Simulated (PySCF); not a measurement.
Working out the ionisation energy of Xe

Xe [Xe] (1S) → Xe⁺ [Kr] 4d10 5s2 5p5 (2P). All numbers are calculated (PySCF 2.14, the spin-free X2C one-electron Hamiltonian (Gaussian nucleus), in x2c-SVPall). Frozen: [Kr] 4d10. Energies in hartree (1 hartree = 27.21139 eV):

```json
{"part": "UHF", "Xe (lower)": "-7442.665015", "Xe⁺ (upper)": "-7442.239044"}
{"part": "CCSD correlation", "Xe (lower)": "-0.099609", "Xe⁺ (upper)": "-0.079268"}
{"part": "(T)", "Xe (lower)": "-0.000880", "Xe⁺ (upper)": "-0.000797"}
```

Question: What does Hartree-Fock give?

Answer: (-7442.239044) − (-7442.665015) = 0.425971 hartree = 11.591 eV.

Question: What do CCSD and CCSD(T) give?

Answer: The CCSD correlation energies differ by 0.020341 hartree = 0.554 eV and the triples by 0.000083 hartree = 0.002 eV, so CCSD gives 12.145 eV and CCSD(T) 12.147 eV.

Measured between the centres of the two terms (NIST): 12.565 eV, so CCSD(T) (valence) is off by -0.418 eV.

A double-zeta basis recovers only part of the correlation energy.

What remains against the reference includes basis incompleteness, the frozen core and higher excitations.
